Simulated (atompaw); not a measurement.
## LDA (PW92) PAW (atompaw) dataset for Se (Z = 34), scalar-relativistic all-electron reference.

The input file (atompaw 4.2.0.5):

```
Se 34
LDA-PW scalarrelativistic loggrid 1500 logderivrange -9 5 351
4 4 3 0 0 0
4 1 1
0 0 0
c
c
c
v
c
c
v
v
2
1.75 1.70 1.65 1.60
y
-1.35
n
y
-1.85
n
y
-1.4
n
modrrkj vanderbiltortho sinc
3 1 ultrasoft
1.75
1.75
1.75
1.75
0.65
0.65
PWSCFOUT
UPFDX 0.0125d0 UPFXMIN -7.d0 UPFZMESH 34.d0
END
```

Command:

```bash
atompaw < Se.input > Se.log
```

The program printed (summary file):

```
[... start of the log left out ...]
   Valence                  :     -390.59878914104763

 PAW parameters:
       lmax =            2
         rc =    1.7623285095318639
        irc =         1049
   rc_shape =    1.7036839427216655
    rc_vloc =    1.6609845969866364
    rc_core =    1.6057119502529009
   Vloc: Non norm-conserving form with l= 3;e=   1.0000E+00
   Projector type: modified RKKJ projectors + Vanderbilt ortho.
   Sinc^2 compensation charge shape zeroed at   1.7037E+00

 Number of basis functions     6
 No.   n  nodes  l      Energy         Cp coeff         Occ
  1    4    3    0   -0.3651716E+01 -0.1189419E+00  0.2000000E+01
  2  999    4    0   -0.1350000E+01  0.8486468E-01  0.0000000E+00
  3    4    2    1   -0.2700925E+01 -0.6731164E+00  0.1000000E+01
  4  999    3    1   -0.1850000E+01  0.1275824E+00  0.0000000E+00
  5    3    0    2   -0.6597661E+01  0.6586431E-01  0.1000000E+02
  6  999    1    2   -0.1400000E+01  0.8786071E-01  0.0000000E+00

 Eigenvalues of overlap operator (in the basis of projectors):
    1       -1.15594148E-01
    2       -2.74841101E-02
    3        9.66627575E-02
    4        1.11089961E+00
    5        2.28006688E+00
    6        2.28877609E+01

The overlap operator has at least one negative eigenvalue!
It might be not positive definite...
Program is stopping.
This probably means that your projectors are too similar
or that your PAW basis is incomplete.
Advice: try to change your input parameters (f.i. : reference energies).
```

The run stopped because the overlap operator built from these waves and projectors is not positive definite.

The run took about 1.2 s on one core of a shared server CPU.
